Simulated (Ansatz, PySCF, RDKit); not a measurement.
CH4 (SMILES C) and C2H6O (SMILES COC) are pulled apart as rigid monomers along the line of their centres of mass, from the B3LYP-D3(BJ)/def2-TZVP minimum. Starting geometry (charge 0, multiplicity 1):
```tsv
atom	x (Å)	y (Å)	z (Å)
C	0.1001	0.0483	-0.3766
H	1.1471	0.2851	-0.5645
H	-0.5087	0.4342	-1.1935
H	-0.0194	-1.0335	-0.3196
H	-0.2139	0.5011	0.5626
C	1.1056	0.2348	3.2649
O	-0.2792	0.4601	3.1201
C	-1.0341	-0.7240	3.2510
H	1.4808	-0.4563	2.4990
H	1.3416	-0.1793	4.2540
H	1.6059	1.1954	3.1523
H	-0.7565	-1.4622	2.4875
H	-2.0825	-0.4584	3.1240
H	-0.8962	-1.1784	4.2410
```

Interaction energies with rigid monomers; basis-set methods are counterpoise corrected unless marked otherwise.

Frozen-core correlation. Rows in 6-31G* carry no dispersion term and start afresh at each structure (6-31G* with six Cartesian d functions).

The values were computed with Ansatz (an electronic-structure program); PySCF for 6-31G* rows; RDKit for the force fields. 

```
H5···O7 (Å)  UFF (kcal/mol)  HF/6-31G* (kcal/mol)  r2SCAN/def2-TZVPPD (kcal/mol)  wB97M-V/def2-TZVPPD (kcal/mol)  MP2/aug-cc-pVDZ (kcal/mol)
-----------  --------------  --------------------  -----------------------------  ------------------------------  --------------------------
2.30                   0.96                  1.82                          -0.44                           -0.90                       -0.53
2.56                  -0.89                  0.59                          -0.82                           -1.24                  (withheld)
2.94                  -1.03                  0.02                          -0.66                      (withheld)                       -0.94
3.58                  -0.55                 -0.08                          -0.26                           -0.51                       -0.49
4.61                  -0.18                 -0.03                          -0.05                           -0.17                       -0.15
```

**Question.** Some entries are withheld; supply them.

**Answer.** 
- 2.94, wB97M-V/def2-TZVPPD (kcal/mol): -1.01
- 2.56, MP2/aug-cc-pVDZ (kcal/mol): -1.05
